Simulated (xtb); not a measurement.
Mo(O)(NH)(Cl)2 (Cl2HMoNO), SMILES [NH]=[Mo](=[O])([Cl])[Cl], multiplicity 1. All values are semi-empirical tight-binding results from xtb (GFN2-xTB unless named), good for trends rather than for accurate numbers. Geometry optimised at GFN2-xTB. The multiplicity is an assumed one; no other spin state was optimised. The structure was generated by enumeration; whether it is a known compound was not checked.

Optimised geometry:

Bond lengths (Å): Mo1–O2 1.642, Mo1–N3 1.730, Mo1–Cl5 2.162, Mo1–Cl6 2.162, N3–H4 1.011. Angles (°): O2–Mo1–N3 114.8, O2–Mo1–Cl5 108.7, O2–Mo1–Cl6 108.7, N3–Mo1–Cl5 107.8, N3–Mo1–Cl6 107.8, Cl5–Mo1–Cl6 108.7, Mo1–N3–H4 166.2.
Charge 0, spin multiplicity 1.

For metal compounds this method's bond lengths and energies can be far off.

Computed properties:
```
Item                                          Result
-------------------------------------  -------------
point group as xtb finds it                       Cs
orbital gap                                  2.76 eV
zero-point energy                      11.8 kcal/mol
G − E(el) at 298.15 K (modified RRHO)  -8.8 kcal/mol
```

**Question.** Give the atomic charges and the Wiberg bond orders between heavy atoms. (The exact figures need the calculation; the answer reports its results.)

**Answer.** charges (e) Mo1 0.86, O2 -0.46, N3 -0.44, H4 0.22, Cl5 -0.09, Cl6 -0.09. Bond orders Mo1–O2 2.10, Mo1–N3 2.20, Mo1–Cl5 1.31, Mo1–Cl6 1.31.
